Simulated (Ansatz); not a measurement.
Cost and result for the atomization energy of `C=C([SiH3])[SiH2][SiH3]` (15 atoms, 14 bonds).

Z-matrix (Å, degrees):
```
Si
C 1 1.866
H 1 1.488 2 110.5
H 1 1.487 2 109.3 3 120.7
H 1 1.488 2 110.4 3 -118.9
Si 2 1.869 1 121.0 3 58.9
C 2 1.337 1 119.4 3 -122.3
Si 6 2.343 2 111.0 1 64.6
H 6 1.491 2 110.1 1 -55.1
H 6 1.491 2 109.0 1 -174.3
H 7 1.089 2 122.3 1 -180.0
H 7 1.089 2 122.2 1 0.1
H 8 1.488 6 110.6 2 -62.4
H 8 1.488 6 110.3 2 177.5
H 8 1.488 6 110.2 2 57.5
```

Charge 0, multiplicity 1. The structure was optimised at the PBE0-D4/def2-TZVP level. It is one conformer, not always the lowest. Program: Ansatz. All runs use 2 threads of an AMD EPYC 7R13 on a shared host and a share of an NVIDIA H100 80 GB. Times are those of one run each, without the atoms' runs, and a repeat can differ threefold. Electronic energies, without spin–orbit coupling; frozen cores. CCSD(T)/CBS adds CCSD(T) − MP2 in def2-TZVPP to the MP2 limit, and its time is that of the two runs behind it. T1 = 0.013. B3LYP takes the VWN-RPA correlation (the form of Gaussian; ORCA's B3LYP/G).

CCSD(T)/CBS is a level of theory with its own doubt, some kJ/mol a heavy atom from the limit and from the frozen cores, so smaller differences don't rank the functionals.

```json
{"level": "PBE0-D4/def2-TZVPP", "functions": "328", "wall time": "1.8 s", "atomization (kcal/mol)": "1189.7", "difference from CCSD(T)/CBS": "-7.3", "per bond": "-0.5"}
{"level": "PBE-D4/def2-TZVPP (with forces)", "functions": "328", "wall time": "2 s", "atomization (kcal/mol)": "1195.6", "difference from CCSD(T)/CBS": "-1.4", "per bond": "-0.1"}
{"level": "r2SCAN-D4/def2-TZVPP (with forces)", "functions": "328", "wall time": "2.3 s", "atomization (kcal/mol)": "1196.4", "difference from CCSD(T)/CBS": "-0.6", "per bond": "0.0"}
{"level": "B3LYP-D4/def2-TZVPP (with forces)", "functions": "328", "wall time": "2.4 s", "atomization (kcal/mol)": "1197.4", "difference from CCSD(T)/CBS": "0.4", "per bond": "0.0"}
{"level": "ωB97X-V/def2-TZVPP", "functions": "328", "wall time": "2.6 s", "atomization (kcal/mol)": "1203.6", "difference from CCSD(T)/CBS": "6.6", "per bond": "0.5"}
{"level": "B2PLYP/def2-TZVPP", "functions": "328", "wall time": "2.8 s", "atomization (kcal/mol)": "1180.0", "difference from CCSD(T)/CBS": "-17.0", "per bond": "-1.2"}
{"level": "ωB97M-V/def2-TZVPP (with forces)", "functions": "328", "wall time": "3.9 s", "atomization (kcal/mol)": "1197.0", "difference from CCSD(T)/CBS": "0.0", "per bond": "0.0"}
{"level": "MP2/def2-QZVPP", "functions": "624", "wall time": "5.5 s", "atomization (kcal/mol)": "1183.0", "difference from CCSD(T)/CBS": "-14.0", "per bond": "-1.0"}
{"level": "CCSD(T)/def2-TZVPP", "functions": "328", "wall time": "10 s", "atomization (kcal/mol)": "1168.6", "difference from CCSD(T)/CBS": "-28.4", "per bond": "-2.0"}
{"level": "CCSD(T)/CBS(def2)", "functions": "–", "wall time": "16 s", "atomization (kcal/mol)": "1197.0", "difference from CCSD(T)/CBS": "0.0", "per bond": "0.0"}
```

In def2-TZVPP, CCSD(T) changes the Hartree–Fock value by +256.6 kcal/mol (the triples alone add +13.1 kcal/mol) and MP2 by +254.2 kcal/mol; breaking electron pairs costs correlation energy, which Hartree–Fock lacks. The D4 term adds +15.0 kcal/mol with B3LYP and +8.0 kcal/mol with PBE0; it sums over pairs of atoms, weighted by their polarisabilities, and B3LYP, whose exchange is more repulsive, gets the larger term. From PBE to PBE0 (25 % exact exchange), in def2-TZVPP and without D4, the atomization energy moves by −4.7 kcal/mol: exact exchange takes away binding that semilocal exchange gives to molecules.
